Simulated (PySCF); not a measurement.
2 BCl₂ → BCl + BCl₃

Level: PBE0 in the def2-TZVP basis family, all electrons, no relativity, computed in PySCF with density fitting; open shells unrestricted.

| species | state and structure | E (Eh) | ZPE (kJ/mol) | H(298 K) − H(0) (kJ/mol) | S° (J/(mol K)) |
| --- | --- | --- | --- | --- | --- |
| BCl₂ | doublet, C2v, B–Cl 1.720 Å (×2); Cl–B–Cl 125.5° | -944.95072 | 11.9 | 11.5 | 270.1 |
| BCl | singlet, C∞v, B–Cl 1.718 Å | -484.81148 | 5.0 | 8.9 | 213.2 |
| BCl₃ | singlet, D3h, B–Cl 1.737 Å (×3) | -1405.13595 | 20.2 | 14.0 | 289.2 |

Q: What is the electronic reaction energy?

A: At PBE0/def2-TZVP, ΔE = -120.7 kJ/mol from the differences of the total energies times 2625.5, downhill. The bond broken in BCl₂ is weaker than the one that a second molecule gains.

Q: Add zero-point, thermal and entropy terms for 298.15 K and 1 bar.

A: ΔZPE = 1.4 and Δ[H(298) − H(0)] = -0.1 kJ/mol give ΔH° = -119.4 kJ/mol. ΔS° = -37.8 J/(mol K), so ΔG° = -119.4 − 298.15 × (-0.0378) = -108 kJ/mol and log₁₀K = 18.9.

The structures come from searches over a few start shapes, so lower isomers are not excluded.
